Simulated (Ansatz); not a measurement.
Reaction (cleavage of the B–Al bond): `N[BH][Al]([Cl])[Cl]` + HBr → `NBBr` + `[Cl][AlH][Cl]`

Program: Ansatz. Geometries: PBE0-D4/def2-TZVP. ΔE: electronic, gas phase. CCSD(T)/CBS is the MP2 limit (def2-TZVPP, def2-QZVPP) plus CCSD(T) − MP2 in def2-TZVPP, frozen cores. This one scheme is used for every species. DFT in def2-TZVPP. B3LYP here is the variant with VWN-RPA as its local correlation; programs differ in this. HSE06 is defined as in plane-wave codes. For Br outer-core shells are correlated without core-valence functions, which leaves a few kJ/mol of doubt a bond. Scalar relativity is left out up to krypton. Each species was taken in one conformer, which may not be the lowest.

| level | ΔE (kcal/mol) | difference from CCSD(T)/CBS |
| --- | --- | --- |
| LDA (SPW92) | -21.0 | 2.2 |
| PBE-D4 | -20.4 | 2.8 |
| revPBE-D4 | -20.7 | 2.5 |
| BLYP-D4 | -21.2 | 2.0 |
| r2SCAN-D4 | -23.3 | -0.1 |
| B97M-V | -25.4 | -2.2 |
| PBE0-D4 | -21.7 | 1.5 |
| B3LYP-D4 | -22.2 | 1.0 |
| r2SCAN0-D4 | -23.9 | -0.7 |
| CAM-B3LYP-D4 | -22.7 | 0.5 |
| ωB97X-V | -22.8 | 0.4 |
| ωB97M-V | -23.3 | -0.1 |
| PBE-QIDH | -24.0 | -0.8 |
| PBE | -20.8 | 2.4 |
| revPBE | -20.9 | 2.3 |
| BLYP | -21.8 | 1.4 |
| r2SCAN | -23.6 | -0.4 |
| PBE0 | -22.2 | 1.0 |
| B3LYP | -22.8 | 0.4 |
| r2SCANh | -23.8 | -0.6 |
| HSE06 | -22.2 | 1.0 |
| BHLYP | -24.5 | -1.3 |
| CAM-B3LYP | -23.2 | 0.0 |
| LC-ωPBE | -22.7 | 0.5 |
| RPA@PBE/def2-TZVPP | -21.6 | 1.6 |
| HF/def2-SVP | -26.2 | -3.0 |
| MP2/def2-SVP | -25.0 | -1.8 |
| CCSD/def2-SVP | -22.7 | 0.5 |
| CCSD(T)/def2-SVP | -22.4 | 0.8 |
| HF/def2-TZVPP | -26.8 | -3.6 |
| MP2/def2-TZVPP | -25.0 | -1.8 |
| SCS-MP2/def2-TZVPP | -24.5 | -1.3 |
| CCSD/def2-TZVPP | -23.1 | 0.1 |
| CCSD(T)/def2-TZVPP | -22.6 | 0.6 |
| HF/def2-QZVPP | -26.8 | -3.6 |
| MP2/def2-QZVPP | -25.4 | -2.2 |
| SCS-MP2/def2-QZVPP | -24.9 | -1.7 |
| HF/CBS(def2) | -26.9 | -3.7 |
| MP2/CBS(def2) | -25.6 | -2.4 |
| CCSD/CBS(def2) | -23.6 | -0.4 |
| CCSD(T)/CBS | -23.2 | 0 |

Q: What do rigid-rotor, harmonic-oscillator terms from PBE0-D4/def2-TZVP frequencies (298.15 K, 1 bar) make of the CCSD(T)/CBS value? (Estimate.)

A: Ansatz gave: ΔZPE = +0.5 kcal/mol, ΔH = -23.7 kcal/mol, ΔS = 3 J/(mol·K), ΔG = -23.9 kcal/mol.

Largest T1 diagnostic among the species: 0.012.

From PBE to PBE0 (25 % exact exchange), in def2-TZVPP and without D4, ΔE moves by −1.4 kcal/mol. In def2-TZVPP, CCSD(T) changes the Hartree–Fock value by +4.2 kcal/mol (the triples alone add +0.4 kcal/mol) and MP2 by +1.8 kcal/mol.
